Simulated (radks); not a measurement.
Ni5+, configuration [Ar] 3d5 (the NIST ground configuration). Method: scalar-relativistic Kohn-Sham, PBE, spin-polarised, spherical densities, finite nucleus; open shells are filled with parallel spins first; Fermi nuclear charge, rms radius 3.7757 fm; computed with a radial shooting solver on a logarithmic mesh with Libxc functionals.

Normalised radial functions P(r) = r R(r), r in bohr:

```
   r/bohr * 3s up, o 3p up (the largest magnitude, 1.28, reaches the edge; | marks zero, & curves that meet)
 0.002865                             o *
 0.004074                             o  *
 0.005793                             o   *
 0.008237                             o    *
  0.01171                             |o    *
  0.01665                             |o      *
  0.02368                             | o      *
  0.03367                             |   o   *
  0.04788                             |     &
  0.06808                             |*        o
   0.0968                      *      |            o
   0.1376               *             |             o
   0.1957               *             |         o
   0.2783                         *  o|
   0.3957             o               |             *
   0.5626   o                         |                          *
      0.8     o                       |                        *
    1.147               o             |           *
     1.63                         o   |  *
    2.318                            o*
```

3s up: eigenvalue -200.47 eV, 2 radial nodes at r = 0.0703, 0.300 bohr, <r> = 0.719 bohr, 90 % of the charge inside 1.07 bohr. 3p up: eigenvalue -159.97 eV, 1 radial node at r = 0.271 bohr, <r> = 0.742 bohr, 90 % of the charge inside 1.13 bohr.
